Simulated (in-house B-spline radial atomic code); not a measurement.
Xe⁶⁺. Computed with a B-spline radial atomic code. Model: all-electron spherical atom, spin shells full or empty, radial basis limit, no spin-orbit coupling, Breit or QED, empty-state partial waves extrapolated as (l+1/2)^-4, RPA, G0W0 and static COHSEX of the highest shell as one setting changes (uncorrelated shells keep exact exchange).

Given: element Xe; charge 6; filled core Kr; hamiltonian one-electron scalar X2C; mean-field start Hartree-Fock; highest l of empty states 9; nuclear rms radius 4.7859 fm; highest mean-field shell 5s.

Shell: 4d 5 5, 5s 1 1 (electrons up and down).

```
lowest nl shells left uncorrelated  RPA correlation energy (hartree)  G0W0 level (eV)  G0W0 minus most complete (meV)  COHSEX level (eV)  removal by RPA minus most complete (meV)
                                 0                           -3.6424          -92.268                               0            -94.096                                         0
                                 1                           -3.4633          -92.268                             0.3            -94.095                                      -0.1
                                 2                           -3.2709          -92.272                            -3.4            -94.104                                       4.1
                                 3                           -2.7194          -92.267                             0.8            -94.094                                       1.9
                                 4                           -2.5448          -92.285                           -16.9             -94.13                                        20
                                 5                                 ?                ?                               ?                  ?                                         ?
                                 6                                 ?                ?                               ?                  ?                                         ?
                                 7                           -1.0582          -92.264                             4.2            -94.125                                        14
                                 8                          -0.64886          -92.154                           113.7            -93.954                                    -120.2
                                 9                         -0.054045           -91.08                          1188.6            -92.394                                     -1286
```

Question: What follows for lowest nl shells left uncorrelated = 5?

Answer: RPA correlation energy -2.0255 hartree; G0W0 level -92.273 eV; G0W0 minus most complete -4.4 meV; COHSEX level -94.116 eV; removal by RPA minus most complete 11.6 meV.

Question: What follows for lowest nl shells left uncorrelated = 6?

Answer: RPA correlation energy -1.2023 hartree; G0W0 level -92.193 eV; G0W0 minus most complete 75.6 meV; COHSEX level -93.996 eV; removal by RPA minus most complete -46.6 meV.
